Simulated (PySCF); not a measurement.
```xyz
4
charge -1 multiplicity 1, angstrom
Sb    0.0000    0.0000    0.0000
S     0.0005    0.0000    2.2720
S     1.9674    0.0000   -1.1364
S    -1.9678    0.0000   -1.1356
```

Level of theory: PBE0/[Sb def2-SVPD with ECP28, S def2-SVPD], scalar-relativistic core potentials, density fitting, no spin–orbit coupling, PySCF.

This geometry of SbS₃⁻ is a stationary point at this level.

**Question.** What is the point group?

**Answer.** D3h.

**Question.** Is it a minimum?

**Answer.** Yes: all harmonic wavenumbers are real.

**Question.** List the harmonic modes with their infrared intensities.

**Answer.** 
```tsv
symmetry	ω (cm⁻¹)	IR (km/mol, summed over degenerate members)	type
a2''	123	10.0	bend
e'	141	14.6	bend
a1'	406	0.0	stretch
e'	458	220	stretch
```

**Question.** What are the dipole moment and the gap between the highest occupied and lowest empty levels?

**Answer.** 0.00 D about the centre of mass and 3.95 eV.

In D3h the vibrations span a2'' + 2e' + a1'. The a1' mode carries no infrared intensity, as symmetry demands.

This need not be the most stable arrangement of these atoms. The lowest empty level of this anion is unbound, so it and the gap depend on the basis.
